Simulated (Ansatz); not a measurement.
Energy difference R1 → P1 + P2, each structure at its B3LYP-D3(BJ)/def2-TZVP stationary point, reached from a drawn start (curvature not checked).
R1: F3NbO (SMILES [O]=[Nb]([F])([F])[F]), charge 0, multiplicity 1.
P1, F2NbO (SMILES [O]=[Nb]([F])[F]) (charge 0, multiplicity 2):
```xyz
4

Nb    -0.0212    -0.0005    -0.1473
O      1.6673    -0.0085     0.0393
F     -0.8142     1.7015     0.0473
F     -0.8319    -1.6924     0.0608
```
P2: F atom, charge 0, multiplicity 2.

P less R. No zero-point or thermal terms; singlets are restricted closed shells; open shells are unrestricted; no spin–orbit coupling. The spin states of the d-block species are the ones drawn and need not be the lowest.

Correlated levels freeze the cores.

The values were computed with Ansatz (an electronic-structure program). Each number belongs to the level named beside it. Elements past Kr take the def2 small-core potentials, without spin–orbit coupling.

Total energies in hartree:

| structure | PBE/def2-TZVPP | r2SCAN/def2-TZVPP | CCSD(T)/def2-QZVPP |
|---|---|---|---|
| R1 | -431.875690 | -432.078873 | -431.304839 |
| P1 | -331.963669 | -332.114490 | -331.423764 |
| P2 | -99.669123 | -99.727635 | -99.651180 |

Task: Work out the reaction energy at each level in kcal/mol (1 hartree = 627.50947 kcal/mol), and say how far PBE/def2-TZVPP lies from CCSD(T)/def2-QZVPP.

Result: 
- PBE/def2-TZVPP: (-331.963669) + (-99.669123) − (-431.875690) = 0.242898 hartree = 152.42 kcal/mol
- r2SCAN/def2-TZVPP: (-332.114490) + (-99.727635) − (-432.078873) = 0.236748 hartree = 148.56 kcal/mol
- CCSD(T)/def2-QZVPP: (-331.423764) + (-99.651180) − (-431.304839) = 0.229895 hartree = 144.26 kcal/mol
PBE/def2-TZVPP less CCSD(T)/def2-QZVPP: 8.16 kcal/mol. CCSD(T)/def2-QZVPP is the level counted from, the highest shown, and no exact or measured value.
